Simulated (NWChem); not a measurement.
AlH$_{2}$Cl; SMILES [AlH2][Cl]

```xyz
4

Al     0.0000     0.0000     1.0842
H      0.0000    -1.4007     1.8134
H      0.0000     1.4007     1.8134
Cl     0.0000     0.0000    -1.0229
```
Atoms are numbered in this order, from 1.

Coordinates come from a PBE0/def2-SVP optimisation.

### Question
Give the principal values of the shielding tensors (ppm) of Al1, Cl4 from B3LYP/6-31G* (spherical d), GIAO (NWChem), with their diamagnetic and paramagnetic parts as GIAO splits them.

### Answer
| atom | σ11 | σ22 | σ33 | isotropic | diamagnetic | paramagnetic |
|---|---|---|---|---|---|---|
| Al1 | 333.3 | 421.9 | 423.9 | 393.1 | 796.7 | -403.6 |
| Cl4 | 645.6 | 930.3 | 1045.1 | 873.7 | 1148.4 | -274.7 |
